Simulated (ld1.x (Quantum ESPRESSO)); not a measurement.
Au, TM: configuration errors across variants

```
Element                 : Au (Z = 79)
Generator               : ld1.x (Quantum ESPRESSO) 7.5
Type                    : norm-conserving Troullier–Martins (Kleinman–Bylander form)
Functional              : PBE
Relativity              : scalar-relativistic
Frozen core             : [Xe] 4f14
Valence charge          : 11
Reference configuration : 5d9 6s2 6p0
Partial waves           : 6s (bound): rc 2.05 bohr; 6p (bound, empty): rc 3.20 bohr; 5d (bound): rc 1.85 bohr; 5f channel at -0.15 Ry: rc 2.90 bohr
Local potential         : all-electron potential smoothed inside 3.00 bohr (lloc = -1)
Core correction         : a·sin(br)/r model core, default radius (core density twice the valence density)
```

All-electron excitation energies from the reference (eV): (1) 5d10 6s1 6p0 -1.693; (2) 5d10 6s0 6p0 7.715; (3) 5d9 6s0 6p0 28.924; (4) 5d9 6s1 6p1 5.804; (5) 5d10 6s0.5 6p0 2.079; (6) 5d7 6s0 6p0 110.512; (7) 5d8 6s0 6p0 62.801.

The default core radius of the base comes out at 1.04 bohr.

A true bound ghost makes a file unfit for plane-wave use even where its test errors are small: the radial tests pick states by their node count and pass the ghost by.

Errors AE − PS in meV (a dash: test not solved or not reliable):

| change | (1) | (2) | (3) | (4) | (5) | (6) | (7) | bound ghosts |
| --- | --- | --- | --- | --- | --- | --- | --- | --- |
| base | -81 | -141 | -63 | -4.7 | -108 | -615 | -181 | none |
| wave 5f channel at -0.15 Ry: rc 2.90 bohr becomes 5f channel at 1.08 Ry: rc 2.90 bohr | -81 | -141 | -63 | -4.7 | -108 | -615 | -181 | none |
| all radii but the core radius scaled by about 1.36 (s 2.80, p 4.36, d 2.52, f 3.96 bohr); local potential all-electron potential smoothed inside 4.10 bohr (lloc = -1) | -72 | -60 | -85 | -0.5 | -62 | -1104 | -424 | s |
| core correction a·sin(br)/r model core inside 1.92 bohr | -71 | -117 | -52 | -3.9 | -91 | -569 | -173 | none |
| wave 5f channel at -0.15 Ry: rc 2.90 bohr becomes 5f channel at -0.15 Ry: rc 2.70 bohr | -81 | -141 | -63 | -4.7 | -108 | -615 | -181 | none |
| type RRKJ; local potential the s channel; rho0 0.001 | -77 | -137 | -57 | -7.1 | -104 | -572 | -159 | none |
| wave 6s (bound): rc 2.05 bohr becomes 6s (bound): rc 1.42 bohr | -70 | -130 | -104 | -16 | -95 | -859 | -306 | s |
| wave 6p (bound): rc 3.20 bohr becomes 6p (bound): rc 4.74 bohr | -81 | -141 | -63 | +8.7 | -108 | -615 | -181 | none |
| wave 5d (bound): rc 1.85 bohr becomes 5d (bound): rc 1.72 bohr | -81 | -142 | -63 | -4.7 | -108 | -615 | -181 | none |
| local potential the s channel | -80 | -145 | -59 | -4.3 | -109 | -578 | -158 | none |
| local potential all-electron potential smoothed inside 1.16 bohr (lloc = -1) | -45 | -111 | -57 | -3.3 | -74 | -259 | -72 | s, p |
| core correction a·sin(br)/r model core inside 1.82 bohr | -72 | -120 | -55 | -4.1 | -93 | -587 | -179 | none |

**Question.** Give the same row for: local potential all-electron potential smoothed inside 3.18 bohr (lloc = -1).

**Answer.** -86, -144, -65, -5.0, -111, -668, -200; bound ghosts: none.
